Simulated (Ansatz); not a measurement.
`C[SiH2]Br` + `[NH2][ZnH]` → `C[SiH2][NH][ZnH]` + HBr  (ligand exchange at the Si–Br bond)

Calculated with Ansatz (gas phase, PBE0-D4/def2-TZVP geometries, no zero-point term in ΔE). CBS: MP2 limit from def2 TZ/QZ plus the TZ coupled-cluster correction, frozen cores. For Br, Zn outer-core shells are correlated without core-valence functions, which leaves a few kJ/mol of doubt a bond. Scalar relativity is left out up to krypton. Each species was taken in one conformer, which may not be the lowest.

| species | CCSD(T)/CBS(def2) energy (Eh) |
| --- | --- |
| `C[SiH2]Br` | -2903.51417 |
| `[NH2][ZnH]` | -1834.88092 |
| `C[SiH2][NH][ZnH]` | -2164.46335 |
| HBr | -2573.91920 |

(1) Work out ΔE.

(2) What do rigid-rotor, harmonic-oscillator terms from PBE0-D4/def2-TZVP frequencies (298.15 K, 1 bar) make of the CCSD(T)/CBS value? (Estimate.)

Largest T1 diagnostic among the species: 0.016.

Results:

(1) ΔE = (-2164.46335) + (-2573.91920) − (-2903.51417) − (-1834.88092) = 0.01254 Eh = +32.9 kJ/mol.

(2) Computed: ΔZPE = -9.4 kJ/mol, ΔH = +25.2 kJ/mol, ΔS = -15 J/(mol·K), ΔG = +29.6 kJ/mol.

From BLYP to BHLYP (50 % exact exchange), in def2-TZVPP and without D4, ΔE moves by −3.4 kJ/mol. The D4 term adds −6.0 kJ/mol with B3LYP and −3.4 kJ/mol with PBE0; it sums over pairs of atoms, weighted by their polarisabilities, and B3LYP, whose exchange is more repulsive, gets the larger term. In def2-TZVPP, CCSD(T) changes the Hartree–Fock value by −8.5 kJ/mol (the triples alone add −0.9 kJ/mol) and MP2 by −4.2 kJ/mol.

B3LYP here is the variant with VWN-RPA as its local correlation; programs differ in this.
